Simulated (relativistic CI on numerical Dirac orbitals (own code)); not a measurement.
Calculated at this level of theory: Dirac-Coulomb-Breit CI, separate exchange-only KLI orbitals for each configuration, model QED (radiative potential, 1s self-energy scaled to tabulated hydrogen-like ionisation energies), unscaled Slater integrals (own radial code, finite nucleus).

The strongest absorption lines from the ground level of an ion, among the configurations computed and to levels below about 18700 eV (vacuum wavelength in nm, gf): 0.06692 (0.092), 0.06794 (0.063), 0.07693 (4.3e-05), 0.08640 (0.31), 0.08960 (0.00011), 0.09065 (0.27), 0.48566 (0.31), 5.1308 (0.0084).

Problem. Which ion is it?
A. Tl LXXVI
B. Re LXXII
C. Tl LXXVIII
D. Tl LXXX

Solution. C. Tl LXXVIII has 4 electrons and the ground level 2s2 1S_0; the strongest line goes to 2s 3p 1P°_1. The pattern of lines fixes the number of electrons, and along that sequence the line energies rise steadily with the charge (about as its square where n changes within one kind of shell, about linearly where n is kept but much faster in heavy ions where fine structure, which grows about as Z⁴, sets the gap, and irregularly where shells cross), which fixes Z. Configurations outside the model, such as inner-shell arrays, can give stronger lines. At this charge energies of transitions that change n are usually good to better than 1 %, and those within a shell (Δn = 0) to a few per cent.

LS names give the leading component of a level, which can be under half, so a name can repeat, a term be missing and a line seem to break the LS rules.
